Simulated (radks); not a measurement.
Spherical quantum dot in the effective-mass picture: electrons in a well V = -V0 / (1 + exp((r - R)/a)) with V0 = 4.7, R = 5.33, a = 0.34, with a point charge +1 (a donor) at the centre, all in effective atomic units (hartree* = m*/eps^2 hartree, bohr* = eps/m* bohr), one dielectric constant everywhere. Calculated with a radial shooting solver with Libxc functionals: non-relativistic Kohn-Sham, exchange-only LDA, spin-polarised, spherical densities. Levels are named by radial order and angular momentum (1s, 1p, 1d, 2s, ...), and open shells are averaged over m. Results are scaled to m* = 0.146 and eps = 5.9, for which hartree* = 114.1 meV and bohr* = 2.138 nm. Each electron was tried in the lowest free levels, single moves between levels near the top were tried too, and the lowest total energy was kept; such a search can miss a lower state. The series stops at N = 17: beyond it a trial failed or the search could not be trusted, so later rows were left out. At N = 1 the Hartree and exchange-correlation terms need not cancel, so that row can carry a self-interaction error.

| N | open shells | 2S | E (meV) | mu = E(N) - E(N-1) (meV) | addition energy mu(N+1) - mu(N) (meV) | e(HOMO) (meV) | rms radius (nm) |
|---|---|---|---|---|---|---|---|
| 1 | 1s(up 1, down 0) | 1 | -587.808 | -587.81 | 62.37 | -562.57 | 3.656 |
| 2 | none | 0 | -1113.25 | -525.44 | 64.36 | -509.12 | 4.551 |
| 3 | 1p(up 1, down 0) | 1 | -1574.33 | -461.08 | 26.81 | -447.97 | 5.587 |
| 4 | 1p(up 2, down 0) | 2 | -2008.60 | -434.28 | 27.68 | -420.48 | 6.112 |
| 5 | 1p(up 3, down 0) | 3 | -2415.20 | -406.60 | 38.77 | -392.72 | 6.457 |
| 6 | 1p(up 3, down 1) | 2 | -2783.04 | -367.83 | 24.69 | -355.84 | 6.727 |
| 7 | 1p(up 3, down 2) | 1 | -3126.18 | -343.14 | 25.87 | -330.30 | 6.936 |
| 8 | none | 0 | -3443.46 | -317.28 | 45.85 | -304.21 | 7.108 |
| 9 | 2s(up 1, down 0) | 1 | -3714.88 | -271.43 | 28.75 | -256.00 | 7.219 |
| 10 | 1d(up 1, down 0) 2s(up 1, down 0) | 2 | -3957.56 | -242.68 | 24.85 | -229.38 | 7.373 |
| 11 | 1d(up 3, down 0) | 3 | -4175.40 | -217.83 | 24.36 | -206.12 | 7.569 |
| 12 | 1d(up 4, down 0) | 4 | -4368.87 | -193.47 | 25.28 | -180.83 | 7.681 |
| 13 | 1d(up 5, down 0) | 5 | -4537.06 | -168.19 | 29.06 | -155.57 | 7.782 |
| 14 | 1d(up 5, down 0) 2s(up 1, down 0) | 6 | -4676.19 | -139.13 | 31.50 | -123.22 | 7.816 |
| 15 | 1d(up 5, down 1) 2s(up 1, down 0) | 5 | -4783.83 | -107.63 | 24.11 | -95.611 | 7.903 |
| 16 | 1d(up 5, down 2) 2s(up 1, down 0) | 4 | -4867.35 | -83.521 | 23.89 | -70.282 | 7.983 |
| 17 | 1d(up 5, down 4) | 1 | -4926.98 | -59.630 | - | -48.761 | 8.109 |

All shells are closed at N = 2, 8 (there: 1s2 1p6); the second difference of the energy has clear peaks (12 % above both neighbours; the first and last values, which can be the largest, are not judged, and half-filled shells can peak too) at N = 5, 8.
